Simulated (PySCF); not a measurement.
Si(F)(I)2(Me) (CH₃FI₂Si), SMILES C[Si](F)(I)I. Atoms are numbered in the order given.

```xyz
8

C     -1.1950     2.2489     0.0000
Si     0.1092     0.9260     0.0000
F      1.5761     1.6206     0.0000
I     -0.0394    -0.4584    -2.0206
I     -0.0394    -0.4584     2.0206
H     -1.0855     2.8771     0.8979
H     -2.1973     1.7959     0.0000
H     -1.0855     2.8771    -0.8979
```
Charge 0, spin multiplicity 1.

Coordinates come from a B3LYP-D3(BJ)/def2-SVP optimisation. The def2 effective core potentials stand for the cores of I; spin–orbit coupling is left out.

The numbers are results of PBE/def2-TZVP (PySCF), not measurements.

ESP charges are fitted to the potential on shells at 1.4 to 2.0 van der Waals radii. Atomic charges (e):

```tsv
atom	ESP fit	Mulliken	Löwdin
C1	___	-0.45	-0.45
Si2	0.12	0.49	-0.40
F3	___	-0.25	0.03
I4	___	-0.12	0.19
I5	___	-0.12	0.19
H6	0.20	0.15	0.14
H7	0.17	0.15	0.14
H8	0.20	0.15	0.14
```

**Question.** Fill in the missing entries. (An estimate is asked for; the answer gives what the named calculation found.)

**Answer.** 
- C1, ESP fit: -0.52
- F3, ESP fit: -0.12
- I4, ESP fit: -0.03
- I5, ESP fit: -0.03

Computed Mayer and Wiberg (Löwdin basis) orders of the bonds:
| bond | Mayer | Wiberg |
|---|---|---|
| C1–Si2 | 1.02 | 1.25 |
| Si2–F3 | 1.17 | 1.71 |
| Si2–I4 | 1.15 | 1.64 |
| Si2–I5 | 1.15 | 1.64 |
| C1–H6 | 0.93 | 0.88 |
| C1–H7 | 0.93 | 0.89 |
| C1–H8 | 0.93 | 0.88 |
